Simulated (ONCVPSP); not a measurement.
## Before and after: ONCV potential for Cd (Z = 48)

ONCVPSP 4.0.1 input, shortened (lines: element, Z, core and valence counts, functional; n l f; lmax; l rc ep ncon nbas qcut; lloc lpopt rc5 dvloc0; l nproj debl; icmod fcfact rcfact), PBE, scalar-relativistic:

```
  Cd 48.00    6    5        4      upf
    1    0    2.00
    2    0    2.00
    2    1    6.00
    3    0    2.00
    3    1    6.00
    3    2   10.00
    4    0    2.00
    4    1    6.00
    4    2   10.00
    5    0    1.00
    5    1    1.00
    2
    0    1.65    0.00    3    6    5.60
    1    1.45    0.00    5    9    9.90
    2    1.15    0.00    4    7    9.90
    4    5    0.85    2.00
    0    2    3.50
    1    2    0.90
    2    2    1.40
    3    3.75    1.60
```

Change: all radii but the core radius scaled by about 0.93 (s 1.54, p 1.34, d 1.08 bohr); local potential polynomial inside 0.80 bohr (lpopt 5, dvloc0 2 Ha).

Cutoffs: the cutoffs (Ha) at which the residual kinetic energy of the hardest occupied pseudo-wave falls to 1 and 0.1 mHa per electron; they do not see the model core or the augmentation charge, which bear on the density cutoff. Errors are all-electron minus pseudo energies relative to the spin-unpolarised reference configuration.

How do hardness, ghosts and transferability respond?

The potential gets neither clearly harder nor softer (38 Ha and 45 Ha → 39 Ha and 47 Ha); the errors of the 4 common tests hardly move; neither file shows a bound ghost.

```tsv
quantity	base	changed
cutoff, loose	38 Ha	39 Ha
cutoff, tight	45 Ha	47 Ha
loose cutoff by channel	s 10 Ha, p 34 Ha, d 38 Ha	s 9.7 Ha, p 38 Ha, d 39 Ha
bound ghosts	none	none
GHOST(+) flags under 300 eV	s at 68.5 eV	s at 43.6 eV
error for 4s2 4p6 4d10 5s2 5p0, meV [ΔE -4.67 eV]	-0.7	-0.6
error for 4s2 4p6 4d10 5s1 5p0, meV [ΔE 4.61 eV]	-0.8	-0.8
error for 4s2 4p6 4d10 5s0 5p0, meV [ΔE 21.73 eV]	-6.0	-5.8
error for 4s2 4p6 4d10 5s0 5p2, meV [ΔE 5.00 eV]	-2.0	-1.9
rms error of d²Exc/dni dnj with the model core, mHa	2.43	2.44
```
